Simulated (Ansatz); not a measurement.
`O[SiH](F)F` → `F[Si]F` + H₂O at 600 K and 1 bar (silylene formation by 1,1-elimination).

Calculated with Ansatz (gas phase, PBE0-D4/def2-TZVP geometries, no zero-point term in ΔE). CCSD(T)/CBS is the MP2 limit (def2-TZVPP, def2-QZVPP) plus CCSD(T) − MP2 in def2-TZVPP, frozen cores. This one scheme is used for every species. One conformer a species, not always the lowest.

| species | CCSD(T)/CBS energy (Eh) | H − E (kJ/mol) | S (J/(mol·K)) |
| --- | --- | --- | --- |
| `O[SiH](F)F` | -565.23707 | 118.9 | 358.9 |
| `F[Si]F` | -488.75686 | 38.5 | 291.1 |
| H₂O | -76.37941 | 76.8 | 212.8 |

H − E and S are ideal-gas, rigid-rotor, harmonic terms from PBE0-D4/def2-TZVP, for one conformer and one mirror image of each species. 1 Eh = 2625.50 kJ/mol, R = 8.31446 J/(mol·K).

Question: By hand: ΔE, ΔH, ΔS and ΔG.

Answer: ΔE = (-488.75686) + (-76.37941) − (-565.23707) = 0.10080 Eh = 264.7 kJ/mol. Δ(H − E) = 38.5 + 76.8 − 118.9 = -3.6, so ΔH = 261.1 kJ/mol. ΔS = 291.1 + 212.8 − 358.9 = 145.0 J/(mol·K). ΔG = 261.1 − 600 × (145.0)/1000 = 174.1 kJ/mol.

Question: By hand: the equilibrium constant, and the temperature at which ΔG would vanish if ΔH and ΔS stayed fixed.

Answer: log₁₀ K = −ΔG/(RT ln 10) = -15.2. ΔG = 0 at ΔH/ΔS = 1801 K.

The number of gas molecules changes by +1, which sets the sign of ΔS. A doubt of 5 kJ/mol in ΔE shifts log₁₀ K by 0.4 here. Other conformers and mirror images would add mixing entropy, several J/(mol·K) or more a flexible species. These are equilibria of isolated gas molecules and say nothing of rates. Largest T1 diagnostic: 0.015 (customary marks: 0.02 for closed shells, 0.045 for open ones).
